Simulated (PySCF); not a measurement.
Computed shifts of a molecule C3H4N2, PBE/pcSseg-1 run with PySCF, GIAO, gas phase, equivalent atoms averaged, in ppm (number of nuclei): ¹³C: 142.3 (1), 128.5 (1), 111.0 (1). ¹⁵N: 341.2 (1), 226.7 (1). ¹H: 9.35 (1), 7.75 (1), 7.57 (1), 6.63 (1). References: ¹³C against TMS (σ = 182.0 ppm); ¹⁵N against NH3 (σ = 267.0 ppm); ¹H against TMS (σ = 31.49 ppm), references at their B3LYP-D3(BJ)/def2-TZVP geometries, non-relativistic. Geometry: B3LYP-D3(BJ)/def2-SVP. The values are those of a single conformer.

Problem. Identify the compound among the candidates.
A) c1c[nH]cn1
B) C1=NCN=C1
C) c1cn[nH]c1
D) C/C=N/C#N

Solution. C, c1cn[nH]c1
